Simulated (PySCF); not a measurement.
C₂H₈FNOSi. Atoms are numbered in the order given.

```xyz
14

Si     0.5506    -0.5965     0.2847
O      1.0719    -1.3423    -1.0910
F      1.6756     0.3968     0.9080
N     -0.7901     0.4166    -0.0604
C     -1.0756     1.6152     0.6899
C     -1.8472    -0.0139    -0.9416
H      0.3782    -1.6936     1.2626
H      1.1952    -0.7722    -1.8568
H     -1.2793     2.4662     0.0132
H     -1.9589     1.4997     1.3482
H     -0.2144     1.8888     1.3147
H     -1.5446    -0.9163    -1.4936
H     -2.7840    -0.2467    -0.3982
H     -2.0879     0.7674    -1.6874
```

The structure is a stationary point at PBE0-D3(BJ)/def2-SVP. The values are those of a single conformer.

Computed with PBE/def2-TZVP (PySCF).

Isolated molecule, no solvent.

Computed frontier levels, gap, dipole moment and polarisability:
highest occupied level: -5.40 eV
lowest empty level: -0.09 eV
orbital gap: 5.32 eV
dipole moment: 2.34 D
quadrupole, principal values (traceless, Buckingham form, about the centre of nuclear charge): -3.17, -2.91, 6.08 D·Å
mean static polarisability: 62.6 bohr³ (9.28 Å³)
polarisability, principal values: 55.7, 62.0, 70.3 bohr³
